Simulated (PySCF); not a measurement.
Job file and geometry (Å, from GFN2-xTB) of an NMR shielding run on `NCC([SiH3])([SiH3])[SiH2]OC=O`, C3H13NO2Si3, GIAO PBE0/pcSseg-1 NMR shielding, non-relativistic, gas phase in PySCF; density fitting, a coarse starting grid and PySCF grid level 2 are the driver's defaults:

```
$ OMP_NUM_THREADS=1 python probes_run.py task.json out

{"job": {"kind": "nmr", "xc": "PBE0", "basis": "pcSseg-1"}, "charge": 0, "multiplicity": 1}
N     -1.913571    -0.739539    -1.254411
C     -0.476811    -0.532870    -1.131020
C     -0.282910     0.228423     0.184935
Si    -0.182822    -0.988471     1.646592
Si    -1.886181     1.285777     0.241254
Si     1.249492     1.332295     0.170935
O      2.661587     0.458554     0.459316
C      3.102541    -0.494103    -0.308267
O      2.603662    -0.864261    -1.330833
H     -2.212583    -1.494584    -0.647571
H     -2.185446    -0.970694    -2.204157
H     -0.165244     0.085456    -1.977840
H      0.104936    -1.463391    -1.177872
H     -1.355689    -1.874524     1.656445
H      0.995428    -1.856966     1.510395
H     -0.120854    -0.267196     2.916077
H     -1.612415     2.365037     1.212327
H     -3.054330     0.574020     0.751381
H     -2.125826     1.940121    -1.040250
H      1.392179     2.211614     1.323631
H      1.426207     2.025755    -1.104239
H      4.028237    -0.941068     0.102321
```

Problem. What does the program print?

Solution. 
```
coarse grid: 19424 points
cycle   1  E = -1194.8105084511  dE =  1.068e+00  |g| = 9.519e-01  |ddm| = 4.235e+00
cycle   2  E = -1194.5182155563  dE =  2.923e-01  |g| = 1.570e+00  |ddm| = 1.606e+00
cycle   3  E = -1194.9669371228  dE = -4.487e-01  |g| = 2.680e-01  |ddm| = 1.118e+00
cycle   4  E = -1194.9789367776  dE = -1.200e-02  |g| = 9.104e-02  |ddm| = 2.101e-01
cycle   5  E = -1194.9803421818  dE = -1.405e-03  |g| = 1.372e-02  |ddm| = 6.088e-02
cycle   6  E = -1194.9803741933  dE = -3.201e-05  |g| = 4.936e-03  |ddm| = 1.473e-02
cycle   7  E = -1194.9803792774  dE = -5.084e-06  |g| = 1.455e-03  |ddm| = 5.616e-03
final grid: 172648 points
cycle   8  E = -1195.0488837921  dE = -1.983e-05  |g| = 1.469e-02  |ddm| = 3.304e-02
cycle   9  E = -1195.0488196884  dE =  6.410e-05  |g| = 2.338e-02  |ddm| = 2.794e-02
cycle  10  E = -1195.0489245883  dE = -1.049e-04  |g| = 2.406e-03  |ddm| = 1.701e-02
cycle  11  E = -1195.0489256029  dE = -1.015e-06  |g| = 5.220e-04  |ddm| = 1.725e-03
cycle  12  E = -1195.0489256512  dE = -4.830e-08  |g| = 1.274e-04  |ddm| = 4.769e-04
cycle  13  E = -1195.0489256545  dE = -3.326e-09  |g| = 4.118e-05  |ddm| = 1.305e-04
cycle  14  E = -1195.0489256549  dE = -3.647e-10  |g| = 1.117e-05  |ddm| = 5.296e-05
converged SCF energy = -1195.0489256549

GIAO shielding tensors (ppm)
atom      isotropic    diamagn.    paramagn.     s11        s22        s33       span
  0 N      207.333     318.264    -110.931    181.198    215.381    225.421     44.222
  1 C      139.525     248.546    -109.021    124.689    141.385    152.500     27.811
  2 C      177.728     263.239     -85.510    142.342    189.166    201.677     59.335
  3 Si     420.540     882.618    -462.078    379.722    406.467    475.430     95.707
  4 Si     442.258     879.376    -437.118    389.058    445.272    492.444    103.386
  5 Si     358.233     881.825    -523.591    311.288    359.200    404.212     92.923
  6 O      122.502     401.999    -279.497    -25.770    176.972    216.305    242.075
  7 C       20.405     245.895    -225.491    -79.420     57.975     82.660    162.080
  8 O     -117.498     405.214    -522.712   -384.460   -234.597    266.565    651.026
  9 H       30.429      33.701      -3.272     23.395     30.127     37.765     14.370
 10 H       30.077      31.472      -1.395     23.055     26.072     41.104     18.049
 11 H       28.636      33.727      -5.091     23.290     29.003     33.617     10.327
 12 H       28.154      34.085      -5.930     22.737     28.468     33.258     10.521
 13 H       27.696      31.253      -3.557     23.569     26.494     33.025      9.456
 14 H       27.808      31.911      -4.102     23.345     27.342     32.738      9.392
 15 H       27.661      30.693      -3.032     24.210     25.123     33.651      9.441
 16 H       28.004      30.113      -2.109     24.380     26.065     33.567      9.187
 17 H       27.406      29.734      -2.327     23.729     25.803     32.687      8.957
 18 H       27.677      29.715      -2.038     23.998     25.581     33.453      9.455
 19 H       26.897      30.788      -3.890     22.653     25.680     32.360      9.707
 20 H       26.466      30.765      -4.299     22.584     25.342     31.472      8.888
 21 H       23.563      25.039      -1.476     19.137     22.887     28.665      9.528
```

Problem. Turn these shieldings into chemical shifts. Referencing at the same level of theory: NH3 for 15N (267.73 ppm); 13C (186.93 ppm), 29Si (349.16 ppm), 1H (31.72 ppm) against TMS; H2O for 17O (336.08 ppm).

Solution. Averaging equivalent atoms: N 0: 60.4; C 7: 166.5; C 1: 47.4; C 2: 9.2; Si 5: -9.1; Si 3/4: -82.2; O 8: 453.6; O 6: 213.6; H 21: 8.15; H 19/20: 5.04; H 13/14/15/16/17/18: 4.01; H 11/12: 3.32; H 9/10: 1.46 ppm. Unscaled 17O shifts of doubly bonded oxygen tend to come out too high, by tens of ppm or more. Experimental scales use liquid or dissolved standards, which lie at an offset from isolated NH3 (liquid NH3: subtract about 20 ppm) and H2O (liquid H2O: subtract about 36 ppm).

Size and cost of the density-fitted run: 239 basis functions, 3.7 min wall time on 1 thread of an Intel Xeon, shared host; peak memory 1.1 GiB.
